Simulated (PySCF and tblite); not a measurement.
The numbers below are computed, except where a source is named.
**Conformers and averaged properties: C5H6OS, numbered as in [CH3:1][O:2][c:3]1[cH:4][cH:5][cH:6][s:7]1**

Free energies: PBE0-D3(BJ)/def2-SVP (IEF-PCM, chloroform) on GFN2-xTB structures plus GFN2-xTB thermal terms, symmetry and mirror images included. Conformers within 3 kcal/mol (GFN2-xTB free energy) were kept, 5 at most. GIAO shieldings: KT2/pcSseg-1 (IEF-PCM, chloroform). TDDFT excitations: PBE0/def2-SVPD (IEF-PCM, chloroform). Shifts are against TMS (¹H), TMS (¹³C) at the same level. Codes: tblite and PySCF.

Torsions listed: C1–O2–C3–S7.

```
conformer  shape  symmetry  E(GFN2) kcal/mol  E(DFT) kcal/mol  G(298.15 K) kcal/mol  weight %  dipole D
        1   180°        Cs              1.33             0.00                  0.00      61.3      2.26
        2     0°        Cs              0.00             0.34                  0.27      38.7      1.28
```

Weights (%) against temperature:

```csv
T (K),1,2,S(mix) cal/mol/K
200,66.6,33.4,1.27
250,63.4,36.6,1.30
298.15,61.3,38.7,1.33
350,59.6,40.4,1.34
400,58.4,41.6,1.35
```

Averaged shifts at 298.15 K. ¹H: 6.84 (H5, 1H), 6.29 (H6, 1H), 6.19 (H4, 1H), 4.12 (H1, 3H) ppm. ¹³C: 167.0 (C3), 120.5 (C5), 108.1 (C6), 96.9 (C4), 61.3 (C1) ppm.

Coordinates of conformer 1 (Å):

```xyz
13

C    -2.348   -0.046   -0.032
O    -1.357   -0.907    0.481
C    -0.075   -0.522    0.294
C     0.455    0.571   -0.318
C     1.872    0.568   -0.280
C     2.385   -0.512    0.351
S     1.149   -1.576    0.928
H    -3.301   -0.512    0.211
H    -2.256    0.059   -1.118
H    -2.291    0.943    0.433
H    -0.120    1.352   -0.780
H     2.472    1.349   -0.711
H     3.412   -0.766    0.521
```

Coordinates of conformer 2 (Å):

```xyz
13

C    -2.414    0.146   -0.259
O    -1.400   -0.801   -0.025
C    -0.141   -0.335    0.058
C     0.968   -1.093    0.281
C     2.151   -0.321    0.316
C     1.934    1.001    0.122
S     0.261    1.351   -0.113
H    -3.349   -0.410   -0.292
H    -2.257    0.665   -1.210
H    -2.453    0.889    0.545
H     0.931   -2.158    0.413
H     3.126   -0.743    0.481
H     2.638    1.808    0.099
```

Shifts are unscaled: against experiment ¹³C can be off by 15 ppm or more and ¹H by 0.8 ppm.

Search and properties took 95 s on 1 thread of Arm Neoverse V1 (shared host) (rough), launched as `OMP_NUM_THREADS=1 python ens_run.py task.json out`.
